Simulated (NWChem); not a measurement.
System: GaCl$_{2}$F; SMILES [F][Ga]([Cl])[Cl]

All runs: NWChem. Pople sets run with spherical d functions. Structure relaxed at the PBE0/def2-SVP level. Hybrids' shares of exact exchange are those that their runs print; pure functionals count as 0. The functionals differ in more than this share.

| row | share of exact exchange | orbital gap (eV) |
|---|---|---|
| PBE/6-31G* | 0.00 | 5.05 |
| revPBE/6-31G* | 0.00 | 5.12 |
| B3LYP/6-31G* | 0.20 | 6.83 |
| PBE0/6-31G* | 0.25 | withheld |
| PW6B95/6-31G* | 0.28 | 7.53 |

Fit a straight line of the last column on the one before it, predict the withheld value, and compare with the run.


1. Means of the 4 shown rows: x = 0.120, y = 6.133. Slope Σ(x − x̄)(y − ȳ)/Σ(x − x̄)² = 0.5308/0.06080 = 8.730; intercept 5.085.
2. The shown rows scatter about the line by 0.025 (root mean square); the largest residual is -0.04, at PBE/6-31G*.
3. At x = 0.25 (PBE0/6-31G*; inside the shown range) the line gives 7.27.
4. The run gives 7.47, +0.20 from the line, 8.1 times the scatter.
